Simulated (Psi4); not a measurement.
Br2, charge -1, doublet, geometry from GFN2-xTB (a state made from the parent by changing its charge; the spin is typed, not shown lowest) (a gas-phase anion, which may not be bound at this level), atoms displaced at random by about 0.02 Å a coordinate; Psi4 1.11 with B3LYP/3-21G.

The Psi4 input:
```
memory 2 GB

molecule {
-1 2
  Br    0.00207155    0.00926035   -1.52134918
  Br   -0.01279233    0.01168669    1.52944246
}

set basis 3-21g
set reference uks
set g_convergence nwchem_loose

optimize('b3lyp')
print_variables()
```

What the program printed (banner, timings and long lists left out):

```
gradient() will perform analytic gradient computation.

   => Loading Basis Set <=

    Name: 3-21G
    Role: ORBITAL
    Keyword: BASIS

         ---------------------------------------------------------
                                   SCF
               by Justin Turney, Rob Parrish, Andy Simmonett
                          and Daniel G. A. Smith
                              UKS Reference
         ---------------------------------------------------------

  ==> Geometry <==

    Molecular point group: d2h
    Full point group: D_inf_h

    Geometry (in Angstrom), charge = -1, multiplicity = 2:

       Center              X                  Y                   Z               Mass
    ------------   -----------------  -----------------  -----------------  -----------------
         BR          -0.000000000000    -0.000000000000    -1.525414407034    78.918337600000
         BR           0.000000000000     0.000000000000     1.525414407034    78.918337600000

  Running in d2h symmetry.

  Rotational constants: A = ************  B =      0.04590  C =      0.04590 [cm^-1]
  Rotational constants: A = ************  B =   1376.04801  C =   1376.04801 [MHz]
  Nuclear repulsion =  212.480647908379865

  Charge       = -1
  Multiplicity = 2
  Electrons    = 71
  Nalpha       = 36
  Nbeta        = 35

  ==> Algorithm <==

  SCF Algorithm Type is DF.
  DIIS enabled.
  MOM disabled.
  Fractional occupation disabled.
  Guess Type is SAD.
  Energy threshold   = 1.00e-08
  Density threshold  = 1.00e-08
  Integral threshold = 1.00e-12

  ==> Primary Basis <==

  Basis Set: 3-21G
    Blend: 3-21G
    Number of shells: 20
    Number of basis functions: 46
    Number of Cartesian functions: 46
    Spherical Harmonics?: false
    Max angular momentum: 2

  ==> DFT Potential <==

   => LibXC <=

    Version 7.1.2
    S. Lehtola, C. Steigemann, M. J. T. Oliveira, and M. A. L. Marques,  SoftwareX 7, 1–5 (2018) (10.1016/j.softx.2017.11.002)

   => Composite Functional: B3LYP <=

    B3LYP Hyb-GGA Exchange-Correlation Functional

    P. J. Stephens, F. J. Devlin, C. F. Chabalowski, and M. J. Frisch,  J. Phys. Chem. 98, 11623 (1994) (10.1021/j100096a001)

    Deriv               =              1
    GGA                 =           TRUE
    Meta                =          FALSE

    Exchange Hybrid     =           TRUE
    MP2 Hybrid          =          FALSE

   => Exchange Functionals <=

    0.0800   Slater exchange
    0.7200         Becke 88

   => Exact (HF) Exchange <=

    0.2000               HF

   => Correlation Functionals <=

    0.1900   Vosko, Wilk & Nusair (VWN5_RPA)
    0.8100   Lee, Yang & Parr

   => LibXC Density Thresholds  <==

    XC_HYB_GGA_XC_B3LYP:  1.00E-15

   => Molecular Quadrature <=

    Radial Scheme          =       TREUTLER
    Pruning Scheme         =           NONE
    Nuclear Scheme         =       TREUTLER

    Blocking Scheme        =         OCTREE
    BS radius alpha        =              1
    Pruning alpha          =              1
    Radial Points          =             75
    Spherical Points       =            302
    Total Points           =          38898
    Total Blocks           =            366
    Max Points             =            248
    Max Functions          =             41
    Weights Tolerance      =       1.00E-15

   => Loading Basis Set <=

    Name: (3-21G AUX)
    Role: JKFIT
    Keyword: DF_BASIS_SCF

  ==> Integral Setup <==

  SCF_SUBTYPE=INCORE selected. In-core MEM_DF algorithm will be used.
  Using in-core AOs.

  ==> MemDFJK: Density-Fitted J/K Matrices <==

    J tasked:                   Yes
    K tasked:                   Yes
    wK tasked:                   No
    Algorithm:                 Core
    Schwarz Cutoff:           1E-12
    Mask sparsity (%):      21.2665
    Fitting Condition:        1E-10

   => Auxiliary Basis Set <=

  Basis Set: (3-21G AUX)
    Blend: DEF2-UNIVERSAL-JKFIT
    Number of shells: 120
    Number of basis functions: 742
    Number of Cartesian functions: 742
    Spherical Harmonics?: false
    Max angular momentum: 5

  Minimum eigenvalue in the overlap matrix is 4.8398743077E-03.
  Reciprocal condition number of the overlap matrix is 1.4667559618E-03.
    Using symmetric orthogonalization.

  ==> Pre-Iterations <==

  SCF Guess: Superposition of Atomic Densities via on-the-fly atomic UHF (no occupation information).

   -------------------------
    Irrep   Nso     Nmo
   -------------------------
     Ag        12      12
     B1g        1       1
     B2g        5       5
     B3g        5       5
     Au         1       1
     B1u       12      12
     B2u        5       5
     B3u        5       5
   -------------------------
    Total      46      46
   -------------------------

  ==> Iterations <==

                           Total Energy        Delta E     RMS |[F,P]|

   @DF-UKS iter SAD: -5120.63955181196616   -5.12064e+03   0.00000e+00
   @DF-UKS iter   1: -5123.43936903203121   -2.79982e+00   3.59057e-02 ADIIS/DIIS
   @DF-UKS iter   2: -5123.59909136088845   -1.59722e-01   1.85199e-02 ADIIS/DIIS
   @DF-UKS iter   3: -5123.67030944752150   -7.12181e-02   1.93495e-03 ADIIS/DIIS
   @DF-UKS iter   4: -5123.67114769497766   -8.38247e-04   3.76687e-05 DIIS
   @DF-UKS iter   5: -5123.67114803527966   -3.40302e-07   1.92690e-06 DIIS
   @DF-UKS iter   6: -5123.67114803699042   -1.71076e-09   1.20476e-07 DIIS
   @DF-UKS iter   7: -5123.67114803699951   -9.09495e-12   1.21143e-08 DIIS
   @DF-UKS iter   8: -5123.67114803699860    9.09495e-13   6.79556e-10 DIIS
  Energy and wave function converged.

  ==> Post-Iterations <==

   Electrons on quadrature grid:
      Nalpha   =   36.0000091350 ; deviation = 9.135e-06
      Nbeta    =   35.0000094218 ; deviation = 9.422e-06
      Ntotal   =   71.0000185568 ; deviation = 1.856e-05

   @Spin Contamination Metric:   7.276304641E-04
   @S^2 Expected:                7.500000000E-01
   @S^2 Observed:                7.507276305E-01
[...]
  @DF-UKS Final Energy: -5123.67114803699860
    Total Energy =                      -5123.6711480369986020
  @DF-UKS Final Energy: -5123.67115539168844
    Total Energy =                      -5123.6711553916893536
  @DF-UKS Final Energy: -5123.67115634481524
    Total Energy =                      -5123.6711563448161542
[...]
                       Andy Simmonett, and Alex Sokolov
         ------------------------------------------------------------

  ==> Geometry <==

    Molecular point group: d2h
    Full point group: D_inf_h

    Geometry (in Angstrom), charge = -1, multiplicity = 2:

       Center              X                  Y                   Z               Mass
    ------------   -----------------  -----------------  -----------------  -----------------
         BR           0.000000000000     0.000000000000    -1.518528609994    78.918337600000
         BR          -0.000000000000     0.000000000000     1.518528609994    78.918337600000

  Nuclear repulsion =  213.444145472329978

  ==> Basis Set <==

  Basis Set: 3-21G
    Blend: 3-21G
    Number of shells: 20
    Number of basis functions: 46
    Number of Cartesian functions: 46
    Spherical Harmonics?: false
    Max angular momentum: 2

  ==> DFJKGrad: Density-Fitted SCF Gradients <==

    Gradient:                    1
    J tasked:                  Yes
    K tasked:                  Yes
    wK tasked:                  No
    Integrals threads:           1
    Schwarz Cutoff:          1E-12
    Fitting Condition:       1E-10

   => Auxiliary Basis Set <=

  Basis Set: (3-21G AUX)
    Blend: DEF2-UNIVERSAL-JKFIT
    Number of shells: 120
    Number of basis functions: 742
    Number of Cartesian functions: 742
    Spherical Harmonics?: false
    Max angular momentum: 5

  ==> DFT Potential <==

   => LibXC <=

    Version 7.1.2
    S. Lehtola, C. Steigemann, M. J. T. Oliveira, and M. A. L. Marques,  SoftwareX 7, 1–5 (2018) (10.1016/j.softx.2017.11.002)

   => Composite Functional: B3LYP <=

    B3LYP Hyb-GGA Exchange-Correlation Functional

    P. J. Stephens, F. J. Devlin, C. F. Chabalowski, and M. J. Frisch,  J. Phys. Chem. 98, 11623 (1994) (10.1021/j100096a001)

    Deriv               =              1
    GGA                 =           TRUE
    Meta                =          FALSE

    Exchange Hybrid     =           TRUE
    MP2 Hybrid          =          FALSE

   => Exchange Functionals <=

    0.0800   Slater exchange
    0.7200         Becke 88

   => Exact (HF) Exchange <=

    0.2000               HF

   => Correlation Functionals <=

    0.1900   Vosko, Wilk & Nusair (VWN5_RPA)
    0.8100   Lee, Yang & Parr

   => LibXC Density Thresholds  <==

    XC_HYB_GGA_XC_B3LYP:  1.00E-15

   => Molecular Quadrature <=

    Radial Scheme          =       TREUTLER
    Pruning Scheme         =           NONE
    Nuclear Scheme         =       TREUTLER

    Blocking Scheme        =         OCTREE
    BS radius alpha        =              1
    Pruning alpha          =              1
    Radial Points          =             75
    Spherical Points       =            302
    Total Points           =          38898
    Total Blocks           =            360
    Max Points             =            249
    Max Functions          =             41
    Weights Tolerance      =       1.00E-15

  -Total Gradient:
     Atom            X                  Y                   Z
    ------   -----------------  -----------------  -----------------
       1        0.000000000000    -0.000000000000     0.000005369618
       2        0.000000000000     0.000000000000    -0.000005369618

    			-----------------------------------------

    			 OPTKING 3.0: for geometry optimizations

    			     By R.A. King, Bethel University

    			        with contributions from

    			    A.V. Copan, J. Cayton, A. Heide

    			-----------------------------------------

	                            ===> Fragment 1 <==

	 Z (Atomic Numbers)          Masses                          Geom
	      35.000000            78.918338          0.00000000  0.00000000 -2.86960319
	      35.000000            78.918338         -0.00000000  0.00000000  2.86960319

	 - Coordinate -           - BOHR/RAD -       - ANG/DEG -
	 R(1,2)           =         5.739206           3.037057

	        --- Internal Coordinate Step in ANG or DEG, aJ/ANG or AJ/DEG ---
	-------------------------------------------------------------------------------
	           Coordinate      Previous         Force          Change          New
	           ----------      --------        ------          ------        ------
	               R(1,2)       3.03706        0.00004        0.00012       3.03718
	-------------------------------------------------------------------------------

	                                 ==> Convergence Check <==

	Measures of convergence in internal coordinates in au.

	Criteria marked as inactive (o), active & met (*), and active & unmet ( ).

	----------------------------------------------------------------------------------------------
	   Step    Total Energy     Delta E     Max Force     RMS Force      Max Disp      RMS Disp
	----------------------------------------------------------------------------------------------
	  Convergence Criteria              o    4.50e-03 *    3.00e-03 *    5.40e-03 *    3.60e-03 *
	----------------------------------------------------------------------------------------------
	     3   -5123.67115634   -9.53e-07 o    5.37e-06 *    5.37e-06 *    2.28e-04 *    2.28e-04 *  ~
	----------------------------------------------------------------------------------------------

Next Geometry in Ang
	Fragment 1 (Ang)

	   Br   0.0000000000   0.0000000000  -1.5185890499
	   Br  -0.0000000000   0.0000000000   1.5185890499

    Final optimized geometry and variables:
    Molecular point group: d2h
    Full point group: D_inf_h

    Geometry (in Angstrom), charge = -1, multiplicity = 2:

    BR           0.000000000000    -0.000000000000    -1.518528609994
    BR           0.000000000000     0.000000000000     1.518528609994

  Variable Map:
  ----------------------------------------------------------------------------
[...]
  Array Variable Map:
  ----------------------------------------------------------------------------
[...]
Optimizer: Optimization complete!
```
